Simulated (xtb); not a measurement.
I₂Pb, charge +1, doublet, at a GFN2-xTB geometry (such geometries of metal compounds can be far from the true shape) (a state made from the parent by changing its charge; the spin is typed, not shown lowest), atoms displaced at random by about 0.1 Å a coordinate; GFN1-xTB run with xtb.

xtb was given this input:
```
$ xtb mol.xyz --gfn 1 --chrg 1 --uhf 1 --opt loose --json

# file mol.xyz
3

Pb     0.11418707     0.10885549     1.32957683
I      0.85583912    -1.59780799    -1.04622332
I     -0.90747523     1.38524116    -0.93786017
```

It wrote (shortened):

```
   ID    Z sym.   atoms
    1   82 Pb     1
    2   53 I      2, 3

           -------------------------------------------------
          |                Calculation Setup                |
           -------------------------------------------------

           -------------------------------------------------
          |                 G F N 1 - x T B                 |
           -------------------------------------------------

          ...................................................
          :                      SETUP                      :
          :.................................................:
          :  # basis functions                  24          :
          :  # atomic orbitals                  22          :
          :  # shells                            8          :
          :  # electrons                        17          :
          :  # halogen bonds                     0          :
          :  max. iterations                   250          :
          :  Hamiltonian                  GFN1-xTB          :
          :  restarted?                      false          :
          :  GBSA solvation                  false          :
          :  PC potential                    false          :
          :  electronic temp.          300.0000000     K    :
          :  accuracy                    1.0000000          :
          :  -> integral cutoff          0.2500000E+02      :
          :  -> integral neglect         0.1000000E-07      :
          :  -> SCF convergence          0.1000000E-05 Eh   :
          :  -> wf. convergence          0.2000000E-04 e    :
          :  Broyden damping             0.4000000          :
          :  net charge                          1          :
          :  unpaired electrons                  1          :
          ...................................................

 iter      E             dE          RMSdq      gap      omega  full diag
   1     -9.1502311 -0.915023E+01  0.376E+00    2.52       0.0  T
   2     -9.1443047  0.592642E-02  0.251E+00    2.31       1.0  T
   3     -9.1258072  0.184975E-01  0.283E+00    2.42       1.0  T
   4     -9.1566893 -0.308822E-01  0.342E-01    2.45       1.0  T
   5     -9.1570898 -0.400459E-03  0.111E-01    2.34       1.0  T
   6     -9.1570860  0.376445E-05  0.568E-02    2.34       1.0  T
   7     -9.1571006 -0.145975E-04  0.172E-03    2.35      33.6  T
   8     -9.1571006 -0.391557E-08  0.322E-05    2.35    1790.8  T
   9     -9.1571006 -0.155964E-11  0.101E-05    2.35    5736.3  T

   *** convergence criteria satisfied after 9 iterations ***

         :::::::::::::::::::::::::::::::::::::::::::::::::::::
         ::                     SUMMARY                     ::
         :::::::::::::::::::::::::::::::::::::::::::::::::::::
         :: total energy              -9.150921746529 Eh    ::
         :: gradient norm              0.033996434536 Eh/a0 ::
         :: HOMO-LUMO gap              2.351722897535 eV    ::
         ::.................................................::
         :: SCC energy                -9.157100638658 Eh    ::
         :: -> electrostatic           0.123834869893 Eh    ::
         :: repulsion energy           0.007649154552 Eh    ::
         :: dispersion energy         -0.001470262423 Eh    ::
         :: halogen bond corr.         0.000000000000 Eh    ::
         :: add. restraining           0.000000000000 Eh    ::
         :: total charge               1.000000000000 e     ::
         :::::::::::::::::::::::::::::::::::::::::::::::::::::

      -----------------------------------------------------------
     |                   =====================                   |
     |                        A N C O P T                        |
     |                   =====================                   |
     |               Approximate Normal Coordinate               |
     |                Rational Function Optimizer                |
[...]
 * total energy  :    -9.1509217 Eh     change       -0.2593481E-12 Eh
 * total energy  :    -9.1438015 Eh     change        0.7120230E-02 Eh
 * total energy  :    -9.1515679 Eh     change       -0.7766382E-02 Eh
 * total energy  :    -9.1417476 Eh     change        0.9820257E-02 Eh
 * total energy  :    -9.1567429 Eh     change       -0.1499522E-01 Eh
 * total energy  :    -9.1570316 Eh     change       -0.2887844E-03 Eh
 * total energy  :    -9.1566966 Eh     change        0.3349989E-03 Eh
 * total energy  :    -9.1572004 Eh     change       -0.5037842E-03 Eh
 * total energy  :    -9.1572021 Eh     change       -0.1676551E-05 Eh
   *** GEOMETRY OPTIMIZATION CONVERGED AFTER 9 ITERATIONS ***
         :: total energy              -9.157202103945 Eh    ::
[...]
         ::.................................................::
         :: SCC energy                -9.162881747293 Eh    ::
         :: -> electrostatic           0.124487035636 Eh    ::
         :: repulsion energy           0.007155085574 Eh    ::
         :: dispersion energy         -0.001475442226 Eh    ::
         :: halogen bond corr.         0.000000000000 Eh    ::
         :: add. restraining           0.000000000000 Eh    ::
         :: total charge               1.000000000000 e     ::
         :::::::::::::::::::::::::::::::::::::::::::::::::::::

           -------------------------------------------------
          |                Property Printout                |
           -------------------------------------------------

    * Orbital Energies and Occupations

         #    Occupation            Energy/Eh            Energy/eV
      -------------------------------------------------------------
         1        2.0000           -1.0781890             -29.3390
         2        2.0000           -1.0766583             -29.2974
         3        2.0000           -0.9515875             -25.8940
         4        2.0000           -0.6636237             -18.0581
         5        2.0000           -0.6347681             -17.2729
         6        2.0000           -0.6315256             -17.1847
         7        2.0000           -0.6272482             -17.0683
         8        2.0000           -0.6049087             -16.4604
         9        1.0000           -0.5565034             -15.1432 (HOMO)
        10                         -0.4904107             -13.3448 (LUMO)
        11                         -0.4109731             -11.1831
        12                         -0.3658268              -9.9547
        13                         -0.2740902              -7.4584
        14                         -0.2660046              -7.2384
        15                         -0.2534902              -6.8978
        16                         -0.2524269              -6.8689
        17                         -0.2338894              -6.3645
        18                         -0.2293201              -6.2401
        19                         -0.2183223              -5.9409
        20                         -0.1863386              -5.0705
       ...                                ...                  ...
        22                         -0.0199562              -0.5430
      -------------------------------------------------------------
                  HL-Gap            0.0660927 Eh            1.7985 eV
             Fermi-level           -0.5520816 Eh          -15.0229 eV

  Mulliken/CM5 charges         n(s)   n(p)   n(d)
     1Pb    0.80107  0.79158   1.994  1.205  0.000
     2I     0.09947  0.10422   2.002  4.874  0.025
     3I     0.09946  0.10421   2.002  4.874  0.025

Wiberg/Mayer (AO) data.
largest (>0.10) Wiberg bond orders for each atom

 ---------------------------------------------------------------------------
     #   Z sym  total        # sym  WBO       # sym  WBO       # sym  WBO
 ---------------------------------------------------------------------------
     1  82 Pb   1.801 --     2 I    0.901     3 I    0.901
     2  53 I    1.472 --     1 Pb   0.901     3 I    0.571
     3  53 I    1.471 --     1 Pb   0.901     2 I    0.571
 ---------------------------------------------------------------------------

Topologies differ in total number of bonds
Writing topology from bond orders to xtbtopo.mol

 dipole moment from electron density (au)
     X       Y       Z
   0.2572   0.0703   2.1734  total (Debye):    5.566

optimized geometry written to: xtbopt.xyz

           -------------------------------------------------
          | TOTAL ENERGY               -9.157202103945 Eh   |
          | GRADIENT NORM               0.000337784794 Eh/α |
          | HOMO-LUMO GAP               1.798474043396 eV   |
           -------------------------------------------------

normal termination of xtb
```
